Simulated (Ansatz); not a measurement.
System: C2HClF3, charge -1, multiplicity 1. It need not be the lowest isomer of its formula. Whether it binds its extra electron was not tested at this geometry. 
Structure (B3LYP-D3(BJ)/def2-TZVP (Ansatz, a program for electronic structure) minimum search):
SMILES: [CH-](Cl)C(F)(F)F
```xyz
7

C     -0.7640    -0.6435    -0.3454
C      0.6314    -0.3060    -0.1576
F      1.1364     0.9447    -0.6270
F      1.4305    -1.2061    -0.8255
F      1.0613    -0.3010     1.1436
Cl    -1.8157     0.6679     0.4240
H     -0.9900    -0.5960    -1.4104
```
Charge -1, spin multiplicity 1.

Parts of the frozen-core correlation energy in cc-pV(D+d)Z (Ansatz, hartree). Frozen orbitals: 10; correlated occupied orbitals by spin: 19 and 19; virtual: 69 and 69. No spin-orbit coupling. Non-relativistic.

```
term                            value
-------------------------  ----------
reference (HF)             -834.12907
MP2 opposite-spin                   …
MP2 same-spin                       …
CCSD correlation                    …
(T)                          -0.02337
T1 diagnostic                   0.011
largest doubles amplitude       0.032
```

### Question
Complete the blanks.

### Answer

- MP2 opposite-spin, value: -0.69992
- MP2 same-spin, value: -0.26327
- CCSD correlation, value: -0.99320
